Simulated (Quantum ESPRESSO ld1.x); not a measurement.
Problem. Ta LXIV, configuration [Ne]. Method: scalar-relativistic Kohn-Sham, relativistic LDA (MacDonald-Vosko exchange, VWN5 correlation), spin-unpolarised, spherical densities, point nucleus; computed with ld1.x of Quantum ESPRESSO 7.5. Some entries of the table are withheld. Estimate them.

orbital,occ.,eigenvalue (eV),<1/r> (bohr^-1),<r^2> (bohr^2)
1s,2,(1),(2),0.0004816
2s,2,-16692.2,20.24,(3)
2p,6,(4),18.39,(5)

Solution. 
(1) 1s eigenvalue (eV): -72432.7
(2) 1s <1/r> (bohr^-1): 85.13
(3) 2s <r^2> (bohr^2): 0.007172
(4) 2p eigenvalue (eV): -15336.2
(5) 2p <r^2> (bohr^2): 0.005847
